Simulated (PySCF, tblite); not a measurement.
Isomers of C4H4FOP, one GFN2-xTB conformer each. Single-point energies are computed at PBE0/pcSseg-1 (PySCF, gas phase, no added dispersion term), electronic only.

**Question.** Rank them by PBE0/pcSseg-1 energy, lowest first (kJ/mol).
A. `Cc1oc(F)cp1`
B. `Cc1pcoc1F`

**Answer.** A (0.0), B (12.1).

GFN2-xTB itself gives, in the same order: 0.0, 7.8. Both levels put the same isomer lowest.

**Question.** Which frontier levels, dipoles and rotational constants go with these structures?

**Answer.** 
```tsv
SMILES	HOMO (eV, PBE0/pcSseg-1)	LUMO (eV)	dipole (D)	A, B, C (MHz)
Cc1oc(F)cp1	-6.67	-0.97	1.09	3900, 1971, 1320
Cc1pcoc1F	-6.91	-1.10	0.47	3251, 2423, 1400
```

**Question.** What happens when harmonic zero-point energies from GFN2-xTB frequencies are added?

**Answer.** 
| SMILES | ZPE (kJ/mol) | electronic (kJ/mol) | with ZPE (kJ/mol) |
| --- | --- | --- | --- |
| Cc1oc(F)cp1 | 189.5 | 0.0 | 0.0 |
| Cc1pcoc1F | 189.6 | 12.1 | 12.3 |

The zero-point energies span 0.1 kJ/mol. The order is unchanged.
